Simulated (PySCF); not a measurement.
Working out the ionisation energy of Cd

Cd [Kr] 4d10 5s2 (1S) → Cd+ [Kr] 4d10 5s1 (2S). Computed with PySCF 2.14 in def2-TZVP with the def2 core potential (28 electrons) (6s4p3d1f, 40 functions), with a scalar-relativistic core potential. Frozen: 4s2 4p6. Energies in hartree (1 hartree = 27.21139 eV):

| part | Cd (lower) | Cd+ (upper) |
| --- | --- | --- |
| UHF | -166.883923 | -166.614243 |
| CCSD correlation | -0.319802 | -0.276728 |
| (T) | -0.005797 | -0.002927 |

What does Hartree-Fock give?

(-166.614243) − (-166.883923) = 0.269680 hartree = 7.338 eV.

What do CCSD and CCSD(T) give?

The CCSD correlation energies differ by 0.043074 hartree = 1.172 eV and the triples by 0.002870 hartree = 0.078 eV, so CCSD gives 8.510 eV and CCSD(T) 8.588 eV.

Measured between the centres of the two terms (NIST): 8.994 eV, so CCSD(T) (valence) is off by -0.406 eV.

What remains against the reference includes basis incompleteness, the frozen core and higher excitations.
